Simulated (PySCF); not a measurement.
All values below come from TPSS-D3(BJ)/def2-TZVP // TPSS-D3(BJ)/def2-SVP run with PySCF. Isolated molecules, 0 K electronic values unless said otherwise. 

Reference species: [Zr(F)3] (neutral, multiplicity 2).

- mean distance from the central atom to its bonded neighbours = 1.914 Å
- highest occupied spin orbital = -4.91 eV

Changed species: [Ti(F)3] (M = Ti, multiplicity 2; the reference has M = Zr, multiplicity 2).

Question: Predict the effect on the mean distance from the central atom to its bonded neighbours and highest occupied spin orbital.

Answer: the mean distance from the central atom to its bonded neighbours falls by 0.151 Å, to 1.763 Å; the highest occupied spin orbital decreases by 0.50 eV, to -5.41 eV.
